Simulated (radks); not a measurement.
Effect of the nuclear size on the tungsten ion W22+, [Kr] 4d10 4f6. All-electron calculation, Dirac Kohn-Sham, PBE, spin-unpolarised, spherical densities, finite nucleus; open shells are shared between the two j in proportion to 2j + 1; Fermi nuclear charge, rms radius 5.3658 fm. Program: a radial shooting solver on a logarithmic mesh with Libxc functionals. The rms radius is varied about that value; shifts are against it.

rms radius (fm)  total energy shift (eV)  density at nucleus (e/bohr^3)  1s1/2 shift (meV)  2s1/2 shift (meV)  4s1/2 shift (meV)  4p1/2 shift (meV)  4f7/2 shift (meV)  5s1/2 (empty) shift (meV)  5p1/2 (empty) shift (meV)
4.3409                             -20.7                      1.532e+06              -8400              -1180              -69.9             -0.944               1.61                      -21.9                     -0.426
4.9526                             -8.69                      1.463e+06              -3530               -497              -29.3             -0.398              0.674                      -9.19                     -0.180
5.3658                                 0                      1.423e+06              0.000              0.000              0.000              0.000              0.000                      0.000                      0.000
5.5268                              3.51                      1.409e+06               1420                201               11.8              0.162             -0.272                       3.71                      0.073
6.3853                              23.4                       1.34e+06               9470               1330               78.8               1.08              -1.81                       24.7                      0.486

Slopes of the eigenvalues against <r^2> in GHz/fm^2, as finite differences over the two radii next to the reference (eigenvalue slopes, not the field-shift constants of lines): 1s1/2 199000, 2s1/2 28000, 4s1/2 1650, 4p1/2 22.5, 4f7/2 -38.0, 5s1/2 (empty) 519, 5p1/2 (empty) 10.1.
